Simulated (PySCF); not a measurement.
## Electric field gradients and quadrupole coupling constants

C5H5F3O2.
Z-matrix (Å and degrees, PBE0-D3(BJ)/def2-SVP geometry), rows numbered from 1:
```
F 
C   1  1.3172
F   2  1.3353  1  108.56
F   2  1.3314  1  108.73  3  -116.21
O   2  1.3437  1  107.88  3   121.73
C   5  1.3730  2  119.46  1   178.50
C   6  1.3366  5  131.25  2    10.45
O   7  1.3539  6  113.46  5  -179.17
C   8  1.4342  7  107.92  6    -2.38
C   6  1.4936  5  118.32  2  -168.62
H   7  1.0884  6  130.51  5     0.22
H   9  1.1001  8  107.97  7   125.72
H   9  1.1012  8  108.02  7  -117.62
H  10  1.1026  6  111.81  5   -58.70
H  10  1.1033  6  111.54  5    61.23
```

Field gradients from the PBE0/pcSseg-1 density (PySCF, non-relativistic), principal values in atomic units, ordered |Vxx| ≤ |Vyy| ≤ |Vzz|:

| atom | Vxx | Vyy | Vzz |
| --- | --- | --- | --- |
| O5 | -0.2741 | -1.6998 | 1.9739 |
| O8 | -0.0845 | -1.8400 | 1.9245 |

Question: Find the asymmetry η = (Vxx − Vyy)/Vzz and the couplings χ = eQV/h (234.96 MHz × Q in barn × V in au), with Q(17O) = −0.0256 b.

Answer: 
```json
{"atom": "O5", "environment": "ether oxygen", "nucleus": "17O", "η": "0.72", "χzz (MHz)": "-11.87", "χxx (MHz)": "1.65", "χyy (MHz)": "10.22"}
{"atom": "O8", "environment": "cyclic ether oxygen", "nucleus": "17O", "η": "0.91", "χzz (MHz)": "-11.58", "χxx (MHz)": "0.51", "χyy (MHz)": "11.07"}
```

At O8 η is above 0.9: Vyy and Vzz are nearly equal in size and opposite in sign, so a small change could swap them and flip the sign of χzz. The tensor is traceless: Vxx + Vyy + Vzz = 0.

Question: What is Vzz at O8 in SI units (1 au = 9.71736 × 10²¹ V/m²)?

Answer: 1.9245 au = 18.701 × 10²¹ V/m².

Question: And the gradient at the other heavy atoms, for which no coupling is worked out here?

Answer: 
```
atom                    environment  Vzz (au)     η
  F1        fluorine of a CF3 group     2.984  0.02
  C2                     CF3 carbon    -0.144  0.10
  F3        fluorine of a CF3 group     2.909  0.04
  F4        fluorine of a CF3 group     2.918  0.03
  C6  vinylic carbon bearing oxygen     0.382  0.27
  C7  vinylic carbon bearing oxygen    -0.290  0.50
  C9     sp3 carbon bound to oxygen     0.416  0.28
 C10                 allylic carbon     0.085  0.89
```

Question: What couplings would deuterons (Q(2H) = 0.00286 b) have in place of the hydrogens, at this geometry?

Answer: 
```json
{"atom": "H11", "bonded to": "C7", "bond length (Å)": "1.088", "Vzz (au)": "0.3062", "η": "0.11", "χzz (kHz)": "206"}
{"atom": "H12", "bonded to": "C9", "bond length (Å)": "1.100", "Vzz (au)": "0.2810", "η": "0.06", "χzz (kHz)": "189"}
{"atom": "H13", "bonded to": "C9", "bond length (Å)": "1.101", "Vzz (au)": "0.2790", "η": "0.06", "χzz (kHz)": "188"}
{"atom": "H14", "bonded to": "C10", "bond length (Å)": "1.103", "Vzz (au)": "0.2832", "η": "0.02", "χzz (kHz)": "190"}
{"atom": "H15", "bonded to": "C10", "bond length (Å)": "1.103", "Vzz (au)": "0.2820", "η": "0.02", "χzz (kHz)": "189"}
```

Geometry: PBE0-D3(BJ)/def2-SVP, one conformer, isolated molecule. With a basis this small, the couplings can be 20 % off.

These values come from a run that also computed NMR shieldings. Hardware: x86-64 server, one thread, no GPU, on a shared host. Cost: 21 s of wall time.
